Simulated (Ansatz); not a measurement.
Mg2Cl2⁺ (the lowest doublet isomer of a short search) was relaxed with PBE0-D4 (def2-TZVP) in Ansatz in these states: charge +1 doublet, charge +1 quartet. The geometries follow in no particular order.

A:

Cartesian coordinates in Å:
```
Mg -2.264 -0.071 -0.074
Mg 2.261 0.051 0.156
Cl -0.049 1.284 0.269
Cl 0.052 -1.264 -0.350
```

B:

```xyz
4

Mg   -1.069   -0.690   -0.996
Mg    1.069    0.690    0.996
Cl   -1.193    0.120    1.198
Cl    1.193   -0.120   -1.198
```

Q: Judge from the bond lengths which geometry belongs to which state (an estimate).

A: A is the charge +1 quartet (Mg1–Mg2 4.532 Å, Mg2–Cl3 2.620 Å, Mg2–Cl4 2.620 Å); B is the charge +1 doublet (Mg1–Mg2 3.232 Å, Mg2–Cl3 2.342 Å, Mg2–Cl4 2.342 Å).

At PBE0-D4/def2-TZVP a doublet lies 3.55 eV below the charge +1 quartet. In the quartet, Cl3 and Cl4 lie 2.62 Å apart (atoms count from 1), so these atoms are partly bonded to each other. These are the stationary points nearest to one start from a short search; other shapes may lie lower in each state.
